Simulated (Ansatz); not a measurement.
`N[Si@H](F)O[Si@@H](N)O`. Charge 0, multiplicity 1. The structure was optimised at the PBE0-D4/def2-TZVP level. It is one conformer, not always the lowest.

```xyz
14

N    -1.706   -1.257    0.547
Si   -1.194    0.305    0.999
O    -0.991    0.372    2.619
O     0.191    0.587    0.171
Si    1.266   -0.070   -0.841
N     2.026    1.184   -1.676
F     0.444   -1.071   -1.792
H    -1.534   -1.594   -0.387
H    -2.528   -1.674    0.951
H    -2.105    1.432    0.717
H    -0.517   -0.358    3.022
H     2.267   -0.925   -0.176
H     2.835    1.032   -2.254
H     1.545    2.038   -1.900
```

**Question.** What is the dipole moment at PBE/def2-TZVPP? (An estimate is asked.)

**Answer.** The calculation gave: 1.24 D, with components (0.60, -0.61, -0.90) D in this frame, pointing from negative to positive charge.

**Question.** And with r2SCAN, B3LYP, ωB97M-V? (Best estimate.)

**Answer.** Computed: r2SCAN 1.26 D, B3LYP 1.27 D, ωB97M-V 1.28 D.

**Question.** Give the Mulliken charges with PBE, B3LYP, r2SCAN in def2-TZVPP. (Best estimate.)

**Answer.** Computed: 
```json
{"atom": "N1", "PBE": "-0.39", "B3LYP": "-0.40", "r2SCAN": "-0.45"}
{"atom": "Si2", "PBE": "0.52", "B3LYP": "0.65", "r2SCAN": "0.68"}
{"atom": "O3", "PBE": "-0.35", "B3LYP": "-0.40", "r2SCAN": "-0.42"}
{"atom": "O4", "PBE": "-0.29", "B3LYP": "-0.37", "r2SCAN": "-0.40"}
{"atom": "Si5", "PBE": "0.60", "B3LYP": "0.73", "r2SCAN": "0.74"}
{"atom": "N6", "PBE": "-0.38", "B3LYP": "-0.39", "r2SCAN": "-0.44"}
{"atom": "F7", "PBE": "-0.29", "B3LYP": "-0.34", "r2SCAN": "-0.34"}
{"atom": "H8", "PBE": "0.15", "B3LYP": "0.15", "r2SCAN": "0.16"}
{"atom": "H9", "PBE": "0.15", "B3LYP": "0.13", "r2SCAN": "0.15"}
{"atom": "H10", "PBE": "-0.11", "B3LYP": "-0.12", "r2SCAN": "-0.12"}
{"atom": "H11", "PBE": "0.19", "B3LYP": "0.18", "r2SCAN": "0.20"}
{"atom": "H12", "PBE": "-0.10", "B3LYP": "-0.11", "r2SCAN": "-0.10"}
{"atom": "H13", "PBE": "0.15", "B3LYP": "0.14", "r2SCAN": "0.16"}
{"atom": "H14", "PBE": "0.16", "B3LYP": "0.15", "r2SCAN": "0.17"}
```

B3LYP here is the variant with VWN-RPA as its local correlation; programs differ in this.
